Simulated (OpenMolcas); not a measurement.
Al: effect of the IPEA shift

```
Program             : OpenMolcas 26.06
Basis               : ANO-R2 [5s5p3d1f]
Scalar Hamiltonian  : X2C, finite nucleus
Active space        : 3 electrons in 4 orbitals (3s 3p)
State averaging     : 2S+1 = 4 odd, 1 root (0 in the spin-orbit step); 2S+1 = 2 odd, 3 roots; 2S+1 = 4 even, 3 roots; 2S+1 = 2 even, 5 roots
Spin-orbit coupling : RASSI with atomic mean-field integrals over the reference wave functions, term energies averaged over their components
```

Methods on the same reference wave functions:
A. CASSCF
B. SS-CASPT2, IPEA 0 Eh, imaginary shift 0.1 Eh (closed shells correlated: 2s 2p)
C. SS-CASPT2, IPEA 0.25 Eh, imaginary shift 0.1 Eh (closed shells correlated: 2s 2p)

Energies in eV above 3s² 3p ²P°_1/2, the measured ground level; measured values from NIST Handbook of Basic Atomic Spectroscopic Data.

```json
{"Level": "3s² 3p ²P°_1/2", "A": "0.0000", "B": "0.0000", "C": "0.0000", "Measured": "0.0000"}
{"Level": "3s² 3p ²P°_3/2", "A": "0.0128", "B": "0.0128", "C": "0.0128", "Measured": "0.0139"}
{"Level": "3s 3p² ⁴P_1/2", "A": "2.8579", "B": "3.426", "C": "3.353", "Measured": "3.5981"}
{"Level": "3s 3p² ⁴P_3/2", "A": "2.8626", "B": "3.431", "C": "3.358", "Measured": "3.6038"}
{"Level": "3s 3p² ⁴P_5/2", "A": "2.8703", "B": "3.438", "C": "3.365", "Measured": "3.6132"}
{"Level": "3s 3p² ²D_3/2", "A": "5.5471", "B": "4.792", "C": "5.124", "Measured": ""}
{"Level": "3s 3p² ²D_5/2", "A": "5.5471", "B": "4.792", "C": "5.124", "Measured": ""}
```

Deviations, from unrounded energies. A percentage is the sum of absolute deviations over the sum of measured energies, with the sign that they share, or ± where signs differ.

```csv
Against measurement,Levels,A,B,C
mean absolute deviation (cm-1),4,4500,1100,1500
fine structure of the ground term (%),1,-7.7,-7.7,-7.7
other configurations (%),3,-20.6,-4.8,-6.8
```

B lies closest to measurement on these levels and A furthest from it. The largest miss of B in the table is 3s 3p² ⁴P_5/2, by -1400 cm-1. The ranking rests on the paired levels alone, and a cruder setting can come out closer through cancelling errors.

Between B and C the level of the table that moves most is 3s 3p² ²D_3/2, by 2700 cm-1 (lowest in B, highest in C). Moves below CASPT2's spread within the term are not significant.

The lowest spin-free term lies below A's lowest term by 0.241 hartree in B, 0.235 hartree in C.

Term energies are means over components that CASPT2 splits; among the terms shown or strongly mixed into the levels shown the widest spread is 11 cm-1 (3s 3p² ²D, C). Over all roots computed the reference weight is 0.89 to 0.97 in B; the roots of lowest weight are the least certain, and an intruder state may touch them. Terms of s pⁿ other than that of highest spin mix with s² pⁿ⁻² d, which this space lacks; all of them can be thousands of cm-1 off, and some have no real level of that name. Without dynamic correlation excited terms often stand tens of per cent too high (terms of higher spin than the ground term too low), and those without a measured partner can miss by more than the paired ones (holds for A). Measured partners are found by configuration, term and J. A level has none where our copy of the source lacks it or the pairing is in doubt (some pairs that miss far off the trend of their configuration count as doubtful), and it then counts in no deviation. Only configurations of the active space appear.

° marks odd parity.
